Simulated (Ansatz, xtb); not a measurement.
BClGeH+: where a starting geometry ends

The starting geometry of this gas-phase singlet has its atoms placed at random.

```yaml
atoms:
  - { symbol: B, position_ang: [0.5738, 1.2138, -1.3673] }
  - { symbol: Cl, position_ang: [-1.3889, -1.1948, -0.3385] }
  - { symbol: Ge, position_ang: [1.0045, 0.1023, 0.1441] }
  - { symbol: H, position_ang: [0.4070, 0.1970, -1.6778] }
```

Task: One run relaxed it with r2SCAN-D4/def2-SVP. What is a likely outcome?

Result: It ends as a structure with Cl2 bridging B1 and Ge3, given below by its coordinates. Distances that change by over a tenth: B1–H4 (1.08 → 1.19 Å), Ge3–H4 (1.92 → 3.26 Å). Contacts that close: B1–Cl2 (3.27 → 1.80 Å), Cl2–Ge3 (2.76 → 2.48 Å).

The energy falls by 5.23 eV over 14 steps:

| step | E − E(last) (eV) |
| --- | --- |
| 1 | 5.228 |
| 2 | 3.507 |
| 4 | 2.427 |
| 5 | 2.077 |
| 7 | 1.278 |
| 8 | 0.773 |
| 10 | 0.138 |
| 11 | 0.028 |
| 13 | 0.000 |
| 14 | 0.000 |

Final geometry (Å):

```yaml
atoms:
  - { symbol: B, position_ang: [0.3303, 0.2980, -1.1931] }
  - { symbol: Cl, position_ang: [-0.9962, -0.7298, -0.5475] }
  - { symbol: Ge, position_ang: [0.8818, 0.1197, 0.8385] }
  - { symbol: H, position_ang: [0.3806, 0.6304, -2.3375] }
```

From the same start GFN2-xTB ends elsewhere, differing in B1–Cl2 (3.72 against 1.80 Å here).

From so rough a start the end depends on the optimiser's path, so another program may land elsewhere. No frequencies were run, so the end isn't proven a minimum. Run with Ansatz 0.2.0, 23 s on 1 thread of Intel(R) Xeon(R) Platinum 8375C CPU @ 2.90GHz (Ice Lake), on a shared host.
